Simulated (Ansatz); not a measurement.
Total energies of cis-NiCl2(PH3)2 (NiP2H6Cl2) from Ansatz at PBE-D4/def2-TZVP, gas phase (1 Eh = 27.2114 eV = 2625.5 kJ/mol). The reference geometry is relaxed at B3LYP-D4/def2-SVP.

| state | geometry | energy (Eh) |
| --- | --- | --- |
| charge 0 singlet | reference | -3114.30048 |
| charge 1 doublet | reference | -3113.99431 |
| charge 1 doublet | relaxed at B3LYP-D4/def2-SVP | -3114.00196 |
| charge 0 triplet | relaxed at B3LYP-D4/def2-SVP | -3114.28075 |
| free Ni atom (triplet) | – | -1508.03861 |
| free Cl atom (doublet) | – | -459.95840 |
| free P atom (quartet) | – | -341.10299 |
| free H atom (doublet) | – | -0.49962 |

Q: Work out the vertical ionisation energy to the doublet.

A: E(charge 1 doublet) − E(charge 0 singlet) = -3113.99431 − (-3114.30048) = 0.30617 Eh = 8.33 eV. For comparison, −ε of the highest occupied level is 5.50 eV at this level, 2.83 eV less.

Q: How much does the charge 1 doublet relax, and what is the adiabatic ionisation energy?

A: Relaxation: -3113.99431 − (-3114.00196) = 0.00765 Eh = 0.21 eV. Adiabatic ionisation energy: 0.29852 Eh = 8.12 eV, without zero-point energy. 

Q: Which of the charge 0 states is lowest, and how far above it are the others?

A: The singlet. triplet: -3114.28075 − (-3114.30048) = 0.01973 Eh = 51.8 kJ/mol.

Q: What is the binding energy per atom against free atoms?

A: Atoms: 1 × (-1508.03861) + 2 × (-459.95840) + 2 × (-341.10299) + 6 × (-0.49962) = -3113.15911 Eh. Binding: -3113.15911 − (-3114.30048) = 1.14137 Eh = 31.06 eV, or 2.82 eV for each of 11 atoms (no zero-point energy, no counterpoise term).
